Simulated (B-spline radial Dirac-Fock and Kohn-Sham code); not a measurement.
## The free xenon atom: differential elastic cross section for electrons at 801 eV

These are calculated numbers from a radial finite-basis atomic code; the model is relativistic (Dirac) partial waves in the static field of the Dirac-Fock atom with Furness-McCarthy exchange, without polarisation or absorption potentials.

The run's input, task.json:

```json
{"items": [{
  "Z": 54,
  "q": 0,
  "cfg": [[1, 0, 2], [2, 0, 2], [2, 1, 6], [3, 0, 2], [3, 1, 6], [3, 2, 10], [4, 0, 2], [4, 1, 6], [4, 2, 10], [5, 0, 2], [5, 1, 6]],
  "A": 132,
  "rrms": 4.7859,
  "do": "elastic",
  "energies": [[801.0, 0]],
  "theta": [0, 0.5, 1, 2, 4, 8, 12, 16, 24, 32, 45, 60, 75, 90, 105, 120, 135, 150, 165, 180]
}]}
```

Launch: `python xray2_run.py task.json out`

```
θ (°)  dσ/dΩ (a₀²/sr)  Sherman function
    0             125             0.000
  0.5             125             0.000
    1             123             0.000
    2             115             0.000
    4            90.8             0.000
    8            39.4             0.000
   12            14.2             0.000
   16            6.08            -0.001
   24            1.99            -0.006
   32           0.863            -0.007
   45           0.398             0.020
   60           0.215             0.034
   75          0.0877            -0.054
   90          0.0997            -0.069
  105           0.164             0.019
  120          0.0796             0.098
  135         0.00848            -0.328
  150           0.335            -0.051
  165           0.978            -0.017
  180            1.32             0.000
```

Question: What integrated cross sections go with this distribution?

Answer: The total elastic cross section is 11.2 a₀², the first transport cross section 2.74 a₀² and the second, weighted with (3/2) sin²θ, 2.45 a₀². The mean deflection is ⟨1 − cos θ⟩ = 0.244, and 11 % of the collisions scatter beyond 90°.

On this grid of angles the cross section has minima near 75°, 135°, from interference among the few low partial waves with large phase shifts.
